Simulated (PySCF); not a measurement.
PySCF input:

```python
from pyscf import gto, scf, dft

mol = gto.M(
    atom='''
    O    -0.06084687    1.23645032   -1.32555026
    Ge    0.00019561    0.02386966   -0.00429719
    O    -1.12618935    0.58330403    1.22450130
    O    -0.39096937   -1.49918381   -0.81318494
    O     1.54866400   -0.19981646    0.80381292
    H    -0.77956074    0.45151881    2.11483360
    H    -1.15544684   -1.43387495   -1.39702858
    H     2.16348058   -0.74750570    0.30307274
    ''',
    basis='def2-tzvpd',
    charge=0,
    spin=1,
    verbose=4,
)

mf = dft.UKS(mol, xc='tpssh').density_fit(auxbasis='def2-universal-jkfit')
mf.grids.level = 3
mf.conv_tol = 1e-9
mf.max_cycle = 100
mf.max_memory = 1500
mf.kernel()
if not mf.converged:
    mf = mf.newton()
    mf.kernel(mf.make_rdm1())
for _ in range(2):
    mo, _, stable, _ = mf.stability(return_status=True)
    if stable:
        break
    mf.kernel(mf.make_rdm1(mo, mf.mo_occ))
mf.analyze()
```

Question: Predict the final energy.

Answer: -2379.82791 Eh (TPSSh/def2-TZVPD).

It need not be the lowest isomer of its formula.
